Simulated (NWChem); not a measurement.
System: C3H5FO; SMILES O(/C=C/F)C

Excerpt of the output:

```
             Northwest Computational Chemistry Package (NWChem) 7.3.0
             --------------------------------------------------------

                             Geometry "geometry" -> ""
                             -------------------------

 Output coordinates in angstroms (scale by  1.889725989 to convert to a.u.)

  No.       Tag          Charge          X              Y              Z
 ---- ---------------- ---------- -------------- -------------- --------------
    1 C                    6.0000    -0.30777838     2.27425290    -0.07482408
    2 O                    8.0000     0.48205763     1.11602190     0.07696193
    3 C                    6.0000    -0.19145238    -0.05213910     0.09210093
    4 C                    6.0000     0.44252763    -1.22752610    -0.07650508
    5 F                    9.0000    -0.24822538    -2.37016310     0.00656493
    6 H                    1.0000     0.37651763     3.13279390     0.00735093
    7 H                    1.0000    -1.08342738     2.35750490     0.72759593
    8 H                    1.0000    -0.81563438     2.31292590    -1.07061808
    9 H                    1.0000    -1.28983438    -0.01859310     0.28860893
   10 H                    1.0000     1.53016463    -1.34886510    -0.27234808

 Effective nuclear repulsion energy (a.u.)     169.3528113020

                                Z-matrix (autoz)
                                --------

 Units are Angstrom for bonds and degrees for angles

[...]

      ----------------------
      Optimization converged
      ----------------------

  Step       Energy      Delta E   Gmax     Grms     Xrms     Xmax
  ---- ---------------- -------- -------- -------- -------- --------
@   47    -291.80136805  1.1D-10  0.00000  0.00000  0.00001  0.00002
                                     ok       ok       ok       ok

                                Z-matrix (autoz)
                                --------

 Units are Angstrom for bonds and degrees for angles

[...]

 Rotational Constants
 --------------------
 A=   0.973109 cm-1  (  1.400055 K)
 B=   0.073829 cm-1  (  0.106221 K)
 C=   0.070639 cm-1  (  0.101632 K)

 Temperature                      =   298.15K
 frequency scaling parameter      =   1.0000

 Zero-Point correction to Energy  =   48.640 kcal/mol  (  0.077513 au)
 Thermal correction to Energy     =   52.281 kcal/mol  (  0.083315 au)
 Thermal correction to Enthalpy   =   52.873 kcal/mol  (  0.084259 au)

 Total Entropy                    =   75.502 cal/mol-K
   - Translational                =   38.884 cal/mol-K (mol. weight =  76.0324)
   - Rotational                   =   25.256 cal/mol-K (symmetry #  =        1)
   - Vibrational                  =   11.362 cal/mol-K

 Cv (constant volume heat capacity) =   18.395 cal/mol-K
   - Translational                  =    2.979 cal/mol-K
   - Rotational                     =    2.979 cal/mol-K
   - Vibrational                    =   12.436 cal/mol-K

[normal modes left out]

 ----------------------------------------------------------------------------
 Normal Eigenvalue ||           Projected Infra Red Intensities
  Mode   [cm**-1]  || [atomic units] [(debye/angs)**2] [(KM/mol)] [arbitrary]
 ------ ---------- || -------------- ----------------- ---------- -----------
    1       -0.000 ||    0.000279           0.006         0.272       0.096
    2       -0.000 ||    0.000000           0.000         0.000       0.000
    3        0.000 ||    0.000282           0.007         0.275       0.097
    4        0.000 ||    0.000530           0.012         0.517       0.182
    5        0.000 ||    0.000410           0.009         0.400       0.141
    6        0.000 ||    0.001329           0.031         1.296       0.457
    7       82.443 ||    0.004070           0.094         3.967       1.400
    8      175.987 ||    0.000366           0.008         0.357       0.126
    9      207.080 ||    0.001186           0.027         1.156       0.408
   10      357.199 ||    0.009416           0.217         9.179       3.239
   11      463.400 ||    0.006112           0.141         5.959       2.103
   12      536.134 ||    0.005181           0.120         5.051       1.782
   13      833.203 ||    0.008199           0.189         7.993       2.820
   14      924.861 ||    0.056026           1.293        54.617      19.272
   15     1074.657 ||    0.026404           0.609        25.740       9.083
   16     1176.872 ||    0.010477           0.242        10.214       3.604
   17     1178.424 ||    0.007803           0.180         7.607       2.684
   18     1214.397 ||    0.154163           3.557       150.286      53.030
   19     1285.721 ||    0.060907           1.405        59.375      20.951
   20     1296.537 ||    0.009313           0.215         9.078       3.203
   21     1326.530 ||    0.328993           7.590       320.718     113.170
   22     1461.086 ||    0.012522           0.289        12.207       4.308
   23     1472.197 ||    0.003575           0.082         3.485       1.230
   24     1481.372 ||    0.015343           0.354        14.957       5.278
   25     1805.308 ||    0.003013           0.070         2.937       1.037
   26     3015.421 ||    0.067060           1.547        65.374      23.068
   27     3094.459 ||    0.042107           0.971        41.048      14.484
   28     3160.436 ||    0.016114           0.372        15.709       5.543
   29     3177.323 ||    0.014121           0.326        13.766       4.858
   30     3239.411 ||    0.006817           0.157         6.645       2.345
 ----------------------------------------------------------------------------
```

Level: PBE0/def2-SVP. 

Q: Which NWChem input produces such a log?

A: One answer among several that fit: the input that was run:
```
start job
memory heap 200 mb stack 900 mb global 1100 mb
geometry units angstroms noautosym
  C     -0.308024     2.269250    -0.080291
  O      0.481812     1.111019     0.071495
  C     -0.191698    -0.057142     0.086634
  C      0.442282    -1.232529    -0.081972
  F     -0.248471    -2.375166     0.001098
  H      0.376272     3.127791     0.001884
  H     -1.083673     2.352502     0.722129
  H     -0.815880     2.307923    -1.076085
  H     -1.290080    -0.023596     0.283142
  H      1.529919    -1.353868    -0.277815
end
basis spherical
  * library def2-svp
end
dft
  xc pbe0
  grid fine
  iterations 150
end
driver
  maxiter 120
  tight
end
task dft optimize
task dft freq
```
